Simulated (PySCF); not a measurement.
Start geometry of `N#[C][Cr-3]([C]#N)([C]#N)([C]#N)([C]#N)[C]#N` [quartet] from GFN2-xTB (Å):
```
atom  x, y, z in Å
N1     1.091    0.939    2.892
C2     0.681    0.612    1.838
Cr3   -0.019   -0.002   -0.012
C4     0.158    1.940   -0.700
N5     0.191    3.029   -1.100
C6    -0.696   -0.614   -1.847
N7    -1.078   -0.973   -2.886
C8    -1.922    0.349    0.604
N9    -3.038    0.544    0.975
C10    1.938   -0.344   -0.605
N11    3.031   -0.538   -0.953
C12   -0.114   -1.936    0.702
N13   -0.216   -3.023    1.083
```

Q: What comes out of this run: PBE0-D3(BJ)/def2-SVP geometry optimisation, gas phase (PySCF 2.14.0)?

A: 
```
atom  x, y, z in Å
N1     1.037    0.986    2.946
C2     0.669    0.634    1.892
Cr3    0.001   -0.001   -0.001
C4     0.133    1.976   -0.716
N5     0.206    3.075   -1.113
C6    -0.665   -0.637   -1.894
N7    -1.034   -0.990   -2.948
C8    -1.992    0.355    0.587
N9    -3.098    0.555    0.915
C10    1.993   -0.358   -0.590
N11    3.099   -0.560   -0.917
C12   -0.135   -1.978    0.715
N13   -0.208   -3.075    1.115
```

The energy falls by 0.139 eV over 8 energy and gradient evaluations, the largest force component goes from 0.0561 to 1.8e-04 Eh/bohr, and the atoms move by 0.050 Å rms after alignment. The bond that changes most is Cr3–C8 (ends: chromium bonded to 6 C; carbon bonded to Cr and N), which lengthens by 0.078 Å. Bonds longer at the end by more than 0.005 Å: 10 of 12; shorter: 2. Among the angles that change most is Cr3–C4–N5, from 176.7° to 180.0°. The orientation of the end geometry is arbitrary; only internal coordinates are fixed.

The run used 199 basis functions and 69 SCF cycles in all. Hardware: one thread, Arm Neoverse V1 (aarch64), shared host with 32 logical CPUs at a one-minute load of 10. Cost: 9.0 min, 1.4 GiB resident at most.

No frequency check. ⟨S²⟩ = 3.793 (exact for a quartet: 3.75). Whether so highly charged an anion holds all its electrons in the gas phase wasn't checked; a finite basis holds them in any case. No counter-ion or solvent screens the charge of this multiply charged ion. The geometry's basis has no diffuse functions, a weakness for an anion.
